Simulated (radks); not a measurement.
Rb IV, configuration [Ar] 3d10 4s2 4p3 7s1 (not the ground configuration).

Method: Dirac Kohn-Sham, PBE, spin-unpolarised, spherical densities, finite nucleus; open shells are shared between the two j in proportion to 2j + 1; Fermi nuclear charge, rms radius 4.2036 fm; computed with a radial shooting solver on a logarithmic mesh with Libxc functionals.

Energy parts (hartree):
part                       energy
total                 -2977.15836
kinetic                3062.10361
electron-nucleus      -7130.60243
Hartree                1190.63573
exchange-correlation    -99.29527

Orbitals (lengths in bohr, moments of r in powers of bohr; <r^-3> diverges for s and p1/2):
orbital,occ.,eigenvalue (hartree),<r^-3>,<r^2>,<r>,<1/r>
1s1/2,2,-554.1017,-,0.002187,0.04029,37.88
2s1/2,2,-75.57276,-,0.03722,0.1775,8.504
2p1/2,2,-68.71607,-,0.02845,0.1522,8.474
2p3/2,4,-66.48158,1566,0.02987,0.1563,8.162
3s1/2,2,-12.73015,-,0.2987,0.5099,2.826
3p1/2,2,-10.27184,-,0.3051,0.5109,2.714
3p3/2,4,-9.93539,238.3,0.3174,0.5212,2.640
3d3/2,4,-5.63317,31.92,0.3312,0.5205,2.409
3d5/2,6,-5.57582,30.76,0.3357,0.5242,2.390
4s1/2,2,-2.74586,-,2.093,1.362,0.9873
4p1/2,1,-2.11624,-,2.565,1.503,0.8836
4p3/2,2,-2.07303,30.83,2.648,1.527,0.8668
7s1/2,1,-0.31101,-,87.07,8.861,0.1529

The highest occupied level is 7s1/2 at -8.463 eV. The electron density at the nucleus is 5.496e+04 e/bohr^3. The density falls to 0.001 e/bohr^3 at r = 3.05 bohr.
